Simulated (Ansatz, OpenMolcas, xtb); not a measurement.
How methods differ on BNH3ClO (SMILES NB(O)Cl)

BNH3ClO has 7 atoms, charge 0, and is taken as a singlet. As SMILES, `NB(O)Cl`. Geometry: relaxed at PBE0-D4/def2-TZVP. This is one conformer, not always the lowest.

Each level gives the HOMO–LUMO gap (eV). The values are calculated.

| level | kind | program | value (eV) | CPU time |
| --- | --- | --- | --- | --- |
| GFN2-xTB | semi-empirical | xtb | 6.68 | under 2 s |
| GFN1-xTB | semi-empirical | xtb | 6.93 | under 2 s |
| HF/def2-SVPD | Hartree–Fock | Ansatz | 13.33 | 3 s |
| SVWN5/def2-SVPD | LDA | OpenMolcas | 6.28 | 49 s |
| revPBE/def2-SVPD | GGA | OpenMolcas | 6.06 | 64 s |
| M06-L/def2-SVPD | meta-GGA | OpenMolcas | 6.96 | 82 s |
| r2SCAN/def2-SVPD | meta-GGA | Ansatz | 7.19 | 8.5 s |
| BHLYP/def2-SVPD | global hybrid | OpenMolcas | 9.97 | 61 s |
| B2PLYP/def2-SVPD | double hybrid | OpenMolcas | 10.09 | 51 s |

The values span 6.06 to 13.33 eV. Orbital gaps aren't excitation energies, and those of double hybrids come from the SCF part alone; they tend to grow with the share of exact exchange. Times are those of the runs behind each value, whatever else they computed, on shared processors of several kinds: orders of magnitude only.
